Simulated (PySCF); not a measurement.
Excitations are Tamm–Dancoff values on a coarser integration grid. The basis has no diffuse functions, so Rydberg states are missing or too high.

Cartesian coordinates (Å):
SMILES: c1cc(OC)cc(c1)C=C
```xyz
20

C      3.7960     0.2637     0.2469
C      2.5861     0.8391     0.2093
C      1.2806     0.1644     0.1119
C      1.1458    -1.2391     0.0413
C     -0.1163    -1.8121    -0.0499
C     -1.2764    -1.0247    -0.0739
C     -1.1531     0.3690    -0.0044
O     -2.1992     1.2339    -0.0191
C     -3.5061     0.7197    -0.1182
C      0.1219     0.9493     0.0877
H      3.9331    -0.8202     0.2059
H      4.7023     0.8693     0.3203
H      2.5315     1.9326     0.2551
H      2.0300    -1.8776     0.0579
H     -0.2144    -2.8992    -0.1041
H     -2.2519    -1.5042    -0.1457
H     -3.6530     0.1482    -1.0526
H     -3.7572     0.0668     0.7375
H     -4.1846     1.5831    -0.1182
H      0.1852     2.0381     0.1403
```
Charge 0, multiplicity 1.

Task: What is the computed T1 excitation (TDA), HOMO and dipole moment (PBE-D3(BJ)/def2-TZVP // B3LYP-D3(BJ)/def2-SVP run with PySCF)?

Result: 
```
Quantity                Value
-------------------  --------
T1 excitation (TDA)   3.10 eV
HOMO                 -5.33 eV
dipole moment          1.53 D
```
